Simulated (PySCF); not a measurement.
A GIAO shielding run with PySCF 2.14.0 with density-fitted response routines (density fitting, non-relativistic, gas phase) on SMILES N([Si](N)(N)[N-][SiH3])[SiH3], [H11N4Si3]-:

```
$ OMP_NUM_THREADS=1 python probes_run.py task.json out

{"job": {"kind": "nmr", "xc": "PBE0", "basis": "pcSseg-1"}, "charge": -1, "multiplicity": 1}
N     -1.775812     1.087973     0.833357
Si    -0.165747     0.941386     0.100854
N      0.003919     2.518849    -0.673661
N      1.146114     0.510069     1.039893
Si     1.515067    -0.754582     2.063800
N     -0.514209    -0.076866    -1.314367
Si    -0.333513    -1.755325    -1.408164
H     -1.767667     1.700073     1.636832
H     -2.101181     0.187313     1.155814
H      0.167990     3.242840     0.010057
H      0.799507     2.521311    -1.295171
H      0.658711    -0.916741     3.290170
H      2.883696    -0.521360     2.598719
H      1.534318    -2.146505     1.521982
H     -1.189833     0.350973    -1.925180
H     -1.025803    -2.564297    -0.381334
H     -0.922571    -2.170058    -2.707285
H      1.078252    -2.148736    -1.411293
```

Hardware: 1 thread of an Intel Xeon, shared host. The job also computes population analyses, field gradients.

Problem. How large is the calculation?

Solution. 82 electrons, 195 basis functions and 1069 auxiliary functions.

Problem. How long does it take, and how much memory does it need?

Solution. 110 s of wall time, with 15 SCF cycles and 5 response iterations; peak memory 0.82 GiB. Times on a shared host scatter by some tens of per cent.
